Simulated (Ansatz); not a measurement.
C4H3F3 (`FCC#CC(F)F`), relaxed with RKS PBE0-D4/def2-TZVP in Ansatz 0.2.0 from a PBE-D4/def2-SVP geometry. The force threshold is 0.005 eV/Å; the program also tests the step.

Charge 0, multiplicity 1.

Start:

```xyz
10

F    -0.896    1.066    2.540
C    -1.410    0.863    1.270
C    -0.428    0.260    0.374
C     0.387   -0.245   -0.384
C     1.401   -0.854   -1.250
F     0.962   -2.054   -1.740
F     1.682   -0.043   -2.315
H    -1.745    1.841    0.854
H    -2.304    0.201    1.342
H     2.350   -1.034   -0.691
```

```
step  energy (eV)  largest force (eV/Å)  largest move (Å)
   1  -12337.5460                 1.693             0.000
   2  -12337.6070                 0.199             0.029
   3  -12337.6103                 0.040             0.007
   4  -12337.6104                 0.018             0.001
   5  -12337.6105                 0.007             0.007
   6  -12337.6105                 0.004             0.002
```

End:

```xyz
10

F    -0.894    1.054    2.514
C    -1.403    0.855    1.250
C    -0.416    0.254    0.372
C     0.380   -0.242   -0.376
C     1.390   -0.846   -1.234
F     0.957   -2.034   -1.723
F     1.661   -0.046   -2.294
H    -1.720    1.823    0.850
H    -2.279    0.203    1.330
H     2.325   -1.021   -0.691
```

Hardware: 4 threads of a server CPU on a shared host. Wall time 25 s, peak host memory 0.65 GiB.
